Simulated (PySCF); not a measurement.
C3H5FSi, SMILES FC=C=C[SiH3].

Geometry: PBE0-D3(BJ)/def2-SVP. This is a generated structure with no PubChem entry under its InChIKey; it may be hypothetical.

Computed with PBE/def2-TZVP run with PySCF.

Computed frontier levels, gap, dipole moment and polarisability:
The highest occupied level is -6.03 eV and the lowest empty level is -2.05 eV. The orbital gap is 3.99 eV and the dipole moment is 1.36 D. The quadrupole, principal values (traceless, Buckingham form, about the centre of nuclear charge) is -5.38, 1.15, 4.23 D·Å, the mean static polarisability comes out as 68.8 bohr³ (10.19 Å³) and the polarisability, principal values is 50.1, 53.3, 102.9 bohr³.
